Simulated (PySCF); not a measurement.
Ga2O, SMILES [Ga][O][Ga] (connectivity only; charge and spin as stated), neutral, multiplicity 1.

Geometry optimised at PBE0-D3(BJ)/def2-TZVP.

Method: B3LYP/def2-TZVPD (PySCF).

The molecule is in vacuum.

Computed frontier levels, gap, dipole moment and polarisability:
```yaml
highest_occupied_level: -6.21 eV
lowest_empty_level: -1.31 eV
orbital_gap: 4.90 eV
dipole_moment: 0.00 D
quadrupole, principal values (traceless, Buckingham form, about the centre of nuclear charge): -5.05, 2.53, 2.53 D·Å
mean_static_polarisability: 77.1 bohr³ (11.42 Å³)
polarisability_principal_values: 64.1, 64.1, 103.0 bohr³
```
